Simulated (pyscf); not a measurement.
Structures and frequencies: ωB97X-D3(BJ)/def2-SVP in PySCF.

**Question.** For the elementary gas-phase step HO–SiH₂–SiH(OH)–OH -> HO–Si:–OH [singlet] + silanol (HO–SiH₃) (singlet surface; Si–Si, H–Si broken, H–Si formed), what barrier and reaction energy does ωB97M-D3(BJ)/def2-TZVP give, measured from the reactant's lowest minimum found?

**Answer.** ΔE‡ = 1.93 eV, ΔE = +1.01 eV. Zero-point energy shifts the barrier by -0.07 eV. It is a 1,1-elimination, with an imaginary mode of 424i cm⁻¹. On the reactant side the descent ends in a point that may be a rotor saddle (no frequency run), 0.04 eV over the lowest minimum found and 2.03 eV under the saddle at ωB97X-D3(BJ)/def2-TZVP. At ωB97X-D3(BJ)/def2-TZVP the barrier from the zero used here is 2.07 eV. HO–SiH₂–SiH(OH)–OH lies 1.65 eV over its isomer HO–SiH(OH)–O–SiH₃ (electronic energy, ωB97M-D3(BJ)/def2-TZVP). This is the saddle that the search found; another between the same sides may lie lower.
